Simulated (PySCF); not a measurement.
Compound: C5H13OPSi.
Atom-mapped SMILES: `[SiH3:1][CH2:2][P:3]1[CH2:4][CH2:5][O:6][CH2:7][CH2:8]1` (hydrogens: H9, H10, H11 on Si1; H12, H13 on C2; H14, H15 on C4; H16, H17 on C5; H18, H19 on C7; H20, H21 on C8)

Structure used (PBE0-D3(BJ)/def2-SVP), in Å, numbered top down from 1:
```
atom  x, y, z in Å
Si1    3.2620   -0.6047   -0.0511
C2     1.7195    0.4770    0.0566
P3     0.1914   -0.4430    0.5592
C4    -1.1144    0.8504    0.2625
C5    -2.4642    0.1806    0.0261
O6    -2.4805   -0.6147   -1.1283
C7    -1.6555   -1.7461   -1.0590
C8    -0.1709   -1.4000   -0.9954
H9     4.4527    0.2382   -0.3802
H10    3.5047   -1.3013    1.2480
H11    3.1094   -1.6376   -1.1215
H12    1.5703    1.0016   -0.9042
H13    1.9097    1.2463    0.8251
H14   -0.8543    1.4644   -0.6166
H15   -1.1708    1.5154    1.1395
H16   -3.2466    0.9424   -0.1126
H17   -2.7450   -0.4238    0.9144
H18   -1.8665   -2.3367   -1.9635
H19   -1.9320   -2.3713   -0.1838
H20    0.4260   -2.3257   -1.0043
H21    0.1045   -0.8103   -1.8871
```

Computed with PBE0-D3(BJ)/def2-SVP geometry optimisation, gas phase in PySCF.

Take the most abundant isotopes and a rigid rotor. The values belong to one conformer with, in the numbering `[SiH3:1][CH2:2][P:3]1[CH2:4][CH2:5][O:6][CH2:7][CH2:8]1`, Si1–C2–P3–C4 -171°, C2–P3–C4–C5 156°, P3–C4–C5–O6 -64°, C4–C5–O6–C7 67°, C5–O6–C7–C8 -66°.

Give the principal moments of inertia and the rotational constants in cm⁻¹.

Ia = 154.89, Ib = 666.17, Ic = 760.24 u·Å²; 505379 MHz·u·Å²/I gives 3263, 758.6 and 664.8 MHz, that is A = 0.10884, B = 0.02531, C = 0.02217 cm⁻¹.

What kind of rotor is it?

A near-prolate asymmetric top; Ray's κ = -0.928.

What does the inertial defect say?

Not planar: Δ = Ic − Ia − Ib = -60.81 u·Å². For a rigid frame Δ = −2 Σ m c², so Σ m c² = 30.41 u·Å² lies off the ab plane: 11.82 from hydrogen and 18.59 from heavier atoms. The atom farthest from that plane is 1.53 Å away.

Predict some low-J microwave lines.

The dipole components are |μa| = 0.22 D, |μb| = 0.61 D, |μc| = 0.55 D. Intensities carry the squares of the components, which stand as 0.12 : 1.00 : 0.80 (a : b : c). Some lines, for components of 0.1 D or more:

| type | branch | J(Ka,Kc) | MHz | lower level (cm⁻¹) |
| --- | --- | --- | --- | --- |
| b | R | 2(0,2) ← 1(1,1) | 340 | 0.131 |
| b | R | 3(0,3) ← 2(1,2) | 1847 | 0.223 |
| c | Q | 3(1,3) ← 3(0,3) | 2281 | 0.284 |
| c | Q | 1(1,1) ← 1(0,1) | 2504 | 0.047 |
| a | R | 2(1,2) ← 1(1,1) | 2753 | 0.131 |
| b | Q | 3(1,2) ← 3(0,3) | 2844 | 0.284 |
| a | R | 2(1,1) ← 1(1,0) | 2941 | 0.134 |
| a | R | 3(0,3) ← 2(0,2) | 4260 | 0.142 |
| a | R | 3(1,2) ← 2(1,1) | 4409 | 0.232 |
| b | R | 2(1,2) ← 1(0,1) | 5257 | 0.047 |
| c | R | 2(1,1) ← 1(0,1) | 5539 | 0.047 |
| c | R | 3(1,2) ← 2(0,2) | 7104 | 0.142 |
| b | Q | 3(2,1) ← 3(1,2) | 7386 | 0.379 |
| c | Q | 2(2,1) ← 2(1,1) | 7513 | 0.232 |
| b | Q | 2(2,0) ← 2(1,1) | 7515 | 0.232 |
| c | R | 2(2,0) ← 1(1,0) | 10456 | 0.134 |
| b | R | 3(2,1) ← 2(1,2) | 12077 | 0.223 |
| c | Q | 3(3,1) ← 3(2,1) | 12744 | 0.626 |
| b | Q | 3(3,0) ← 3(2,1) | 12744 | 0.626 |
| b | Q | 3(3,1) ← 3(2,2) | 12757 | 0.625 |

Estimate the classical rotational partition function at 10 K, 100 K and 200 K.

Point group C1, symmetry number σ = 1; q = (√π/σ)·√((kT/h)³/(ABC)), k/h = 20836.6 MHz/K: 4160 at 10 K, 131000 at 100 K, 372000 at 200 K.

No frequency check. These are rigid-rotor constants of the computed structure; measured ground-state constants (B0) also hold zero-point vibration. A rigid rotor knows nothing of internal rotation, which can split or shift real lines.
